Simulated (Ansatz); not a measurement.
Clusters of 3 atoms, halide: gap (eV) at several levels, gas phase, relaxed structures; Ansatz. Clusters are the lowest isomers that short searches found in that spin, judged at the geometry's level. Core potentials for Ag, Cd, I, Rb in the def2 sets, no spin–orbit coupling. HOMO and LUMO are taken over both spins. Singlets are spin-restricted. The structures are stationary points that may keep the symmetry of their start.

| species | state | geometry | PBE-D4/def2-SVP | PBE-D4/def2-TZVP | r2SCAN-D4/def2-TZVP | PBE0-D4/def2-SVP |
| --- | --- | --- | --- | --- | --- | --- |
| CdF2 | singlet | r2SCAN-D4/def2-TZVP | 4.57 | 4.80 | 5.46 | 7.47 |
| Rb2Cl | doublet | PBE-D4/def2-TZVP | 0.46 | 0.56 | 0.75 | 1.33 |
| Ag2I⁺ | singlet | PBE-D4/def2-TZVP | 2.58 | 2.60 | 3.07 | 4.53 |
| Ag2F⁺ | singlet | r2SCAN-D4/def2-TZVP | 2.84 | 2.81 | 3.34 | 5.45 |
| KBr2 | doublet | PBE-D4/def2-TZVP | 0.84 | 0.86 | 1.30 | 2.92 |
| Cu2H⁺ | singlet | PBE-D4/def2-TZVP | 2.83 | 3.06 | 3.54 | 5.60 |
| Cu2I | doublet | r2SCAN-D4/def2-TZVP | 0.56 | 0.60 | 1.11 | 2.17 |

Task: Estimate the column for PBE0-D4/def2-TZVP.

Result: CdF2 7.67; Rb2Cl 1.39; Ag2I⁺ 4.55; Ag2F⁺ 5.45; KBr2 2.93; Cu2H⁺ 5.73; Cu2I 2.20.
